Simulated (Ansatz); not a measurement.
The cluster Sn2Pt, relaxed as a singlet with RKS r2SCAN-D4/def2-TZVP in Ansatz, starting from the GFN2-xTB geometry. Force threshold 0.02 eV/Å.

In the def2 sets Pt, Sn take a core potential; there is no spin–orbit coupling. The structure comes from a short search, and lower isomers may exist.

Start:

Cartesian coordinates in Å:
```
Pt 0.895 -0.185 -0.648
Sn -0.687 -1.706 0.508
Sn -0.208 1.891 0.140
```

Task: Estimate the energy that the relaxation releases and the steps that it takes.

Result: 16.5 kcal/mol, in 5 steps; 12 s on 4 threads of Arm Neoverse V1 on a shared host. No frequencies were taken in this run, so the end may be a saddle point.

Task: Does the start keep its bonding and symmetry?

Result: Bonds formed: Sn2–Sn3 (atoms count from 1). The end is the same structure that another start reached, the lowest one found. Point group C2v at the start, C2v at the end, both within 0.05 Å.

Task: Predict the relaxed structure.

Result: 
```tsv
atom	x (Å)	y (Å)	z (Å)
Pt1	1.099	-0.228	-0.796
Sn2	-0.742	-1.333	0.546
Sn3	-0.357	1.560	0.250
```
Bond lengths (bridged metal pairs left out): 2 × Pt–Sn 2.53 Å; 1 × Sn–Sn 2.93 Å.
